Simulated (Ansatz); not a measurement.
`C1#CC=CC#CC=CC#CC=CC#CC=C1`. Charge 0, multiplicity 1. Geometry r2SCAN-D4/def2-SVP.

```xyz
24

C    -2.508   -1.106    0.081
C    -2.193   -1.050    1.268
C    -1.911   -0.988    2.643
C    -0.663   -0.964    3.201
C     0.552   -0.997    2.494
C     1.647   -1.026    1.937
C     2.922   -1.115    1.353
C     3.375   -0.359    0.308
C     2.643    0.636   -0.362
C     2.059    1.520   -0.986
C     1.456    2.574   -1.693
C     0.208    2.550   -2.251
C    -0.687    1.467   -2.213
C    -1.512    0.556   -2.219
C    -2.467   -0.472   -2.303
C    -2.920   -1.227   -1.257
H    -2.772   -0.982    3.323
H    -0.595   -0.940    4.296
H     3.617   -1.840    1.795
H     4.407   -0.521   -0.029
H     2.055    3.484   -1.825
H    -0.123    3.442   -2.798
H    -2.899   -0.662   -3.293
H    -3.689   -1.981   -1.470
```

The restricted singlet is unstable towards broken spin symmetry in Hartree–Fock (as tested in another run); at HF/STO-3G, HF/6-31G this wasn't settled.

Question: Estimate the orbital energies around the gap (eV) in Ansatz with HF/STO-3G, HF/6-31G, PBE-D4/def2-SVP, r2SCAN-D4/def2-TZVP, PBE0-D4/def2-SVP.

Answer: 
| orbital | HF/STO-3G | HF/6-31G | PBE-D4/def2-SVP | r2SCAN-D4/def2-TZVP | PBE0-D4/def2-SVP |
| --- | --- | --- | --- | --- | --- |
| HOMO−9 | -11.92 | -13.29 | -8.81 | -9.22 | -10.27 |
| HOMO−8 | -10.91 | -12.36 | -8.26 | -8.63 | -9.62 |
| HOMO−7 | -9.92 | -11.46 | -7.60 | -7.94 | -8.88 |
| HOMO−6 | -9.07 | -10.76 | -6.99 | -7.30 | -8.24 |
| HOMO−5 | -9.07 | -10.76 | -6.99 | -7.30 | -8.24 |
| HOMO−4 | -9.05 | -10.58 | -6.81 | -7.13 | -8.07 |
| HOMO−3 | -7.66 | -9.55 | -6.18 | -6.45 | -7.34 |
| HOMO−2 | -6.81 | -8.52 | -5.76 | -6.00 | -6.76 |
| HOMO−1 | -6.81 | -8.52 | -5.76 | -6.00 | -6.76 |
| HOMO | -5.38 | -7.29 | -4.96 | -5.15 | -5.81 |
| LUMO | 3.87 | 1.04 | -3.25 | -3.29 | -2.62 |
| LUMO+1 | 5.62 | 2.38 | -2.24 | -2.22 | -1.48 |
| LUMO+2 | 5.62 | 2.38 | -2.24 | -2.22 | -1.48 |
| LUMO+3 | 7.23 | 4.03 | -1.23 | -1.15 | -0.29 |
| LUMO+4 | 9.92 | 4.88 | -0.28 | -0.14 | 0.65 |
| LUMO+5 | 10.36 | 5.88 | 0.37 | 0.54 | 1.38 |
